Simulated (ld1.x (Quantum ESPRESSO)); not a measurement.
Logarithmic derivatives: hafnium (Hf), TM

```
Element                 : hafnium (Hf)
Generator               : ld1.x (Quantum ESPRESSO) 7.5
Type                    : norm-conserving Troullier–Martins (Kleinman–Bylander form)
Functional              : LDA (PZ)
Relativity              : scalar-relativistic
Frozen core             : [Xe] 4f14
Valence charge          : 4
Reference configuration : 5d2 6s1.5 6p0.5
Partial waves           : 6s (bound): rc 2.72 bohr; 6p (bound): rc 3.38 bohr; 5d (bound): rc 3.02 bohr
Local potential         : the d channel
Core correction         : a·sin(br)/r model core, default radius (core density twice the valence density)
```

The phase is arctan(r·u′/u) with u = r·R(r), unwrapped; energies in Ry, scanned from -2 to 5 Ry. A pole is an energy at which the radial function vanishes at the test radius. The pseudo phase is shifted by a multiple of π to meet the all-electron one at the reference energy, and phase errors are pseudo minus all-electron; the curves can meet again beyond the range given. Levels narrower than the energy grid can be missing from the lists of poles. Where the grid stepped over a known ghost or core level, its pole and its step of π were put in at the level’s energy.

Q: For each channel, where are the poles, and over which energies does the pseudopotential scatter like the atom?

A:

```json
{"channel": "s", "radius (bohr)": "3.64", "reference energy (Ry)": "-0.42", "poles, all-electron": "0.32, 4.71", "poles, pseudo": "-1.81, 0.32, 4.14", "unbroken range about the reference energy with phases within 0.05 rad": "-1.8 to 1.8", "phase error 1 Ry above the reference energy (rad)": "-0.000"}
{"channel": "p", "radius (bohr)": "3.64", "reference energy (Ry)": "-0.14", "poles, all-electron": "1.23", "poles, pseudo": "0.13, 1.38", "unbroken range about the reference energy with phases within 0.05 rad": "below 0.0", "phase error 1 Ry above the reference energy (rad)": "-3.108"}
{"channel": "d", "radius (bohr)": "3.64", "reference energy (Ry)": "-0.26", "poles, all-electron": "-0.05, 2.95", "poles, pseudo": "-0.05, 3.11", "unbroken range about the reference energy with phases within 0.05 rad": "below 0.9", "phase error 1 Ry above the reference energy (rad)": "+0.029"}
```

Note: ghost state, extra bound levels that the all-electron valence spectrum of the same l lacks: s at -24.7 eV. A true bound ghost makes a file unfit for plane-wave use.

Phases in the p channel:

```tsv
E (Ry)	all-electron	pseudo
-2.00	1.358	1.351
-1.76	1.339	1.333
-1.52	1.316	1.309
-1.28	1.284	1.278
-1.04	1.240	1.233
-0.80	1.173	1.164
-0.56	1.054	1.044
-0.32	0.796	0.789
-0.08	0.108	0.105
0.16	-0.830	-3.138
0.40	-1.231	-4.293
0.64	-1.398	-4.495
0.88	-1.489	-4.597
1.12	-1.549	-4.662
1.36	-1.594	-4.709
1.60	-1.634	-4.749
1.84	-1.672	-4.785
2.08	-1.714	-4.823
2.32	-1.766	-4.868
2.56	-1.841	-4.928
2.80	-1.965	-5.023
3.04	-2.236	-5.215
3.28	-2.976	-5.766
3.52	-3.918	-6.905
3.76	-4.290	-7.413
4.00	-4.444	-7.593
4.24	-4.526	-7.681
4.48	-4.577	-7.734
4.72	-4.613	-7.771
4.96	-4.640	-7.800
```
